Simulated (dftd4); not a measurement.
C8H9, doublet, at a GFN2-xTB geometry; dftd4 with D4 for r2scan.

dftd4 was given this input:
```
$ dftd4 mol.xyz --func r2scan --charge 0 --json dftd4.json --noedisp

# file mol.xyz
17

C     -2.86940762     0.04230958     0.04061680
C     -1.49251200     0.02059238     0.02077269
C     -0.76964542    -1.10670664    -0.46122192
C      0.60065833    -1.11868845    -0.47556411
C      1.34045314    -0.02581735    -0.01768787
C      2.83523812    -0.03240613    -0.04110719
C      0.64717806     1.09259535     0.45923992
C     -0.72087053     1.12517956     0.48211883
H     -3.44548796    -0.79521068    -0.30925238
H     -3.40864576     0.89741059     0.40629066
H     -1.32637261    -1.96090267    -0.81821381
H      1.12443398    -1.98904985    -0.84687777
H      3.21858061    -1.01579588    -0.30197407
H      3.23522463     0.25477780     0.93086154
H      3.20460889     0.68682114    -0.77355242
H      1.21174650     1.94351087     0.81542914
H     -1.24064055     1.99608895     0.85428617
```

Q: What does dftd4 print? Leave out banner, timings and long lists.

A: 
```
                    ____  _____ _____     ____  _  _
      -------------|  _ \|  ___|_   _|---|  _ \| || |------------
     |             | | | | |_    | | ___ | | | | || |_           |
     |             | |_| |  _|   | ||___|| |_| |__   _|          |
     |             |____/|_|     |_|     |____/   |_|            |
     |             ===================================           |
     |            E. Caldeweyher, S. Ehlert & S. Grimme          |
     |          Mulliken Center for Theoretical Chemistry        |
     |                    University of Bonn                     |
      -----------------------------------------------------------

Rational (Becke-Johnson) damping: r2scan-D4-ATM
---------------------
  s6         1.0000
  s8         0.6019
  s9         1.0000
  a1         0.5156
  a2         5.7734
 alp        16.0000
--------------------

Dispersion energy:      -4.4230901387881E-03 Eh

[Info] JSON dump of results written to 'dftd4.json'
```
